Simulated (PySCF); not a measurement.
These 7 structures share the formula C7H14O. Method: PBE0-D3(BJ)/def2-SVP geometry optimisation, gas phase in PySCF. Energies are electronic, without zero-point or thermal terms, for one conformer each. No frequencies were run at this level. Point groups hold within 0.08 Å.

**Question.** Order them by energy at this level, lowest first, and give relative energies in kJ/mol.
A. `[CH3:1][CH2:2][CH:3]([CH2:4][CH3:5])[C:6]([CH3:7])=[O:8]` with C1–C2–C3–C4 -176°, C2–C3–C4–C5 176°, C2–C3–C6–C7 -119° (3-ethylpentan-2-one)
B. `CC(C)(C)C1COC1`
C. `[CH2:1]=[CH:2][C@@H:3]([CH3:4])[O:5][CH:6]([CH3:7])[CH3:8]` with C1–C2–C3–C4 115°, C2–C3–O5–C6 71°, C3–O5–C6–C7 80°
D. `[OH:1][CH2:2][CH2:3][CH:4]1[CH2:5][CH2:6][CH2:7][CH2:8]1` with H–O1–C2–C3 -178°, O1–C2–C3–C4 -179°, C2–C3–C4–C5 -64°, C3–C4–C5–C6 -147°, C4–C5–C6–C7 -4°, C5–C6–C7–C8 28°, C6–C7–C8–C4 -41°
E. `[CH3:1][O:2][CH:3]1[CH2:4][CH2:5][CH2:6][CH2:7][CH2:8]1` with C1–O2–C3–C4 -73°, O2–C3–C4–C5 -175°, C3–C4–C5–C6 55°, C4–C5–C6–C7 -55°, C5–C6–C7–C8 55°
F. `[CH3:1][CH2:2][C:3](=[O:4])[C:5]([CH3:6])([CH3:7])[CH3:8]` with C1–C2–C3–O4 11°
G. `[CH2:1]=[CH:2][CH2:3][CH2:4][C@@H:5]([OH:6])[CH2:7][CH3:8]` with C1–C2–C3–C4 119°, C2–C3–C4–C5 -178°, C3–C4–C5–O6 56°, C4–C5–O6–H 63°, C4–C5–C7–C8 178°

**Answer.** F (0.0), A (3.8), E (16.4), D (23.1), G (92.2), C (109.6), B (114.5).

As drawn, the lowest has a C=O bond, which the highest lacks; the highest has a four-membered ring, which the lowest lacks. Neighbours under 10 kJ/mol apart (CCC(=O)C(C)(C)C and CCC(CC)C(C)=O; COC1CCCCC1 and OCCC1CCCC1; C=C[C@@H](C)OC(C)C and CC(C)(C)C1COC1) can change places with a better method, another conformer or zero-point energy.

| SMILES | E (Eh) | E rel (kJ/mol) | dipole (D) | point group | A, B, C (MHz) |
| --- | --- | --- | --- | --- | --- |
| CCC(=O)C(C)(C)C | -349.75470 | 0.0 | 2.56 | C1 | 3096, 1394, 1238 |
| CCC(CC)C(C)=O | -349.75326 | 3.8 | 2.52 | Cs | 2271, 1612, 1206 |
| COC1CCCCC1 | -349.74846 | 16.4 | 1.16 | C1 | 4004, 1368, 1103 |
| OCCC1CCCC1 | -349.74592 | 23.1 | 1.48 | C1 | 5361, 953.5, 857.9 |
| C=CCC[C@@H](O)CC | -349.71960 | 92.2 | 1.45 | C1 | 6119, 759.1, 716.3 |
| C=C[C@@H](C)OC(C)C | -349.71295 | 109.6 | 1.00 | C1 | 2726, 1276, 1122 |
| CC(C)(C)C1COC1 | -349.71111 | 114.5 | 2.06 | Cs | 3288, 1500, 1378 |

**Question.** As an exercise, what shares would exp(−E/RT) give at 1000 K from these electronic energies alone (no entropy, no degeneracies)?

**Answer.** RT = 8.314 kJ/mol: CCC(=O)C(C)(C)C 54.5 %, CCC(CC)C(C)=O 34.5 %, COC1CCCCC1 7.6 %, OCCC1CCCC1 3.4 %, C=CCC[C@@H](O)CC under 0.1 %, C=C[C@@H](C)OC(C)C under 0.1 %, CC(C)(C)C1COC1 under 0.1 %.
